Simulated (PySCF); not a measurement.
**Frontier orbitals and the lowest excitations**

(SiH3)2PPF2, F2H6P2Si2.
Z-matrix (Å and degrees, PBE0-D3(BJ)/def2-SVP geometry), rows numbered from 1:
```
F 
P   1  1.6107
F   2  1.6217  1   97.76
P   2  2.2391  1   98.10  3    98.65
Si  4  2.2686  2   95.93  1  -143.13
Si  4  2.2697  2   95.55  1   120.73
H   5  1.4943  4  112.13  2   -31.99
H   5  1.4939  4  105.90  2  -150.74
H   5  1.4882  4  109.41  2    90.62
H   6  1.4911  4  107.01  2   176.78
H   6  1.4959  4  112.89  2    56.33
H   6  1.4927  4  108.27  2   -64.66
```

Computed with TDDFT PBE0/def2-SVPD, vertical, gas phase, core orbitals frozen in the response in PySCF.

Kohn–Sham orbitals with the atoms that hold most of them (Löwdin shares over 4%, at most four atoms; ? is withheld):

| orbital | ε (eV) | atoms |
| --- | --- | --- |
| LUMO+2 | -0.29 | P4 22%, Si6 19%, Si5 16%, P2 10% |
| LUMO+1 | -0.95 | P2 37%, P4 28%, Si5 10%, F1 6% |
| LUMO | -1.18 | P2 42%, P4 14%, F3 11%, F1 10% |
| HOMO | -7.31 | ? |
| HOMO-1 | -8.37 | ? |
| HOMO-2 | -9.00 | P4 35%, Si6 22%, Si5 16%, H12 9% |
| HOMO-3 | -10.11 | Si6 24%, Si5 20%, H10 17%, H7 13% |

(1) Give the leading atoms of the HOMO-1.

(2) Give the leading atoms of the HOMO.

(3) How does S1 compare with the orbital gap of 6.13 eV?

(4) Give energy, strength and leading configuration of S1, S2 and S4, and follow the Löwdin shares of the leading atoms from the occupied to the empty orbital.

Answers

(1) P4 (bonded to P and 2 Si) 40%; P2 (bonded to 2 F and P) 17%; Si5 (bonded to P and 3 H) 12%; F1 (bonded to P) 8%. By element: phosphorus 57%, silicon 12% or more, fluorine 8% or more.

(2) P4 (bonded to P and 2 Si) 43%; P2 (bonded to 2 F and P) 32%; F3 (bonded to P) 7%; F1 (bonded to P) 6%. By element: phosphorus 75%, fluorine 12%.

(3) S1 is at 4.75 eV (f = 0.0052), 1.38 eV below the gap, made of HOMO→LUMO (98%). 

(4) 
- S1 (4.75 eV, f 0.0052), HOMO→LUMO (98%): P4 43% → 14%, P2 32% → 42%
- S2 (5.44 eV, f 0.123), HOMO→LUMO+1 (83%): P4 43% → 28%, P2 32% → 37%
- S4 (5.88 eV, f 0.024), HOMO-1→LUMO (75%): P4 40% → 14%, P2 17% → 42%

Löwdin shares depend on the basis, the more so with diffuse functions.

One conformer stands for the species.
